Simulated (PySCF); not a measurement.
## TlPb and its ions

r²SCAN; PySCF, scalar-relativistic core potentials, basis sets Tl cc-pVDZ-PP with ECP60, Pb cc-pVDZ-PP with ECP60. Neutral (UKS): quartet (σ ↑, π ↑↑), Re = 2.970 Å, ωe = 104 cm⁻¹, De = 1.96 eV, HOMO -4.32 eV, LUMO -2.75 eV.

TlPb⁺ (UKS): triplet (σ ↑, π ↑), Re = 3.393 Å, ωe = 59.6 cm⁻¹. The energies at the minima are -365.56729 hartree for TlPb and -365.32901 for TlPb⁺.

**Question.** Work out the adiabatic ionisation energy, without and with harmonic zero-point energies (1 hartree = 27.2114 eV, 1 eV = 8065.5 cm⁻¹), and the change of the bond length.

**Answer.** At r²SCAN: 0.23828 hartree = 6.484 eV between the minima; the zero-point term (59.6 − 104.0)/2 cm⁻¹ = -0.003 eV makes it 6.481 eV. Re changes by +42.3 pm against the neutral. The electron leaves a π orbital, and the ion is left as a loose complex of an ion and an atom.

These are scalar-relativistic numbers at best; spin–orbit coupling would shift them, the dissociation energy most. States were picked by a PBE0 search and need not be the measured ground states.
